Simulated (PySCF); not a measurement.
Computed IR spectrum (relative IR intensity) of a molecule C4H4ClF. Geometry: PBE0-D3(BJ)/def2-SVP. One conformer was computed; it need not be the lowest. All values below come from PBE0-D3(BJ)/def2-SVP run with PySCF. Frequencies are harmonic and unscaled.

Lines under 2 % of the strongest are left out, and lines within 2 cm⁻¹ are merged.

ν (cm⁻¹): 583 (w), 703 (w), 930 (vw), 1062 (s), 1150 (w), 1187 (w), 1249 (w), 1374 (vs), 1819 (s), 3077 (m), 3084 (m), 3151 (w) (against the strongest line: vs over 80 %, s over 45 %, m over 15 %, w over 4 %, vw less)

**Question.** Which structure fits?
(A) FC=C=CCCl
(B) CC(Cl)=C=CF
(C) C=C(F)/C=C\Cl
(D) FC1=C(Cl)CC1

**Answer.** D, FC1=C(Cl)CC1
